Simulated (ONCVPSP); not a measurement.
## Reading a pseudo-wave (P)

Columns: radius, all-electron u(r) and pseudo u(r) of the 3s shell (level -14.15 eV) of phosphorus in the configuration [Ne] 3s1.75 3p3.25; PBE, scalar-relativistic, ONCV scheme, ONCVPSP 4.0.1.

| r (bohr) | all-electron | pseudo |
| --- | --- | --- |
| 0.095 | 0.1319 | 0.0357 |
| 0.190 | -0.1595 | 0.0718 |
| 0.285 | -0.3433 | 0.1095 |
| 0.380 | -0.3699 | 0.1515 |
| 0.475 | -0.2868 | 0.2001 |
| 0.570 | -0.1448 | 0.2557 |
| 0.665 | 0.0191 | 0.3168 |
| 0.760 | 0.1818 | 0.3803 |
| 0.855 | 0.3303 | 0.4440 |
| 0.950 | 0.4582 | 0.5071 |
| 1.045 | 0.5633 | 0.5698 |
| 1.140 | 0.6464 | 0.6314 |
| 1.235 | 0.7091 | 0.6889 |
| 1.330 | 0.7529 | 0.7373 |
| 1.425 | 0.7799 | 0.7718 |
| 1.520 | 0.7927 | 0.7900 |
| 1.615 | 0.7934 | 0.7930 |
| 1.710 | 0.7843 | 0.7843 |
| 1.805 | 0.7674 | 0.7673 |
| 1.900 | 0.7444 | 0.7444 |
| 1.995 | 0.7169 | 0.7169 |
| 2.090 | 0.6862 | 0.6861 |
| 2.185 | 0.6533 | 0.6533 |
| 2.280 | 0.6191 | 0.6191 |
| 2.375 | 0.5844 | 0.5844 |
| 2.470 | 0.5498 | 0.5497 |

Task: How many radial nodes do the two functions have?

Result: The all-electron 3s function has n − l − 1 = 2; the pseudo-wave has 0, since the states of the same l below it are removed with the core.

Task: At about which radius was the pseudo-wave matched?

Result: 1.75 bohr. The columns agree to 0.0005 from 1.61 bohr on; several derivatives are matched, so the curves merge somewhat inside the radius.

Task: Where does each function peak?

Result: Outermost all-electron maximum near 1.61 bohr, pseudo maximum near 1.61 bohr (to the table’s step).

Task: Is the pseudo-wave norm-conserving?

Result: Yes: the ONCV scheme keeps the norm inside the radius equal to the all-electron one, which fixes the energy derivative of the logarithmic derivative at the level.
